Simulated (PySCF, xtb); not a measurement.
Ti(OH)3(SH) (H4O3STi), SMILES [OH][Ti]([OH])([OH])[SH], multiplicity 1. One conformer was computed; it need not be the lowest.

Harmonic wavenumbers (cm⁻¹) from GFN2-xTB in xtb at its own minimum, in rising order: 55, 75, 129, 132, 143, 160, 165, 220, 232, 266, 313, 317, 392, 496, 606, 687, 715, 2344, 3626, 3628, 3637.

What does PySCF with B3LYP-D3(BJ)/def2-SVP give at its own minimum? (Estimate from the structure and the level; the computed values follow.)

106, 137, 167, 185, 197, 225, 249, 294, 317, 395, 414, 448, 492, 540, 747, 813, 822, 2652, 3862, 3874, 3885. Paired by order, the mean absolute difference is 118 cm⁻¹ and the zero-point energies are 26.2 and 29.8 kcal/mol.
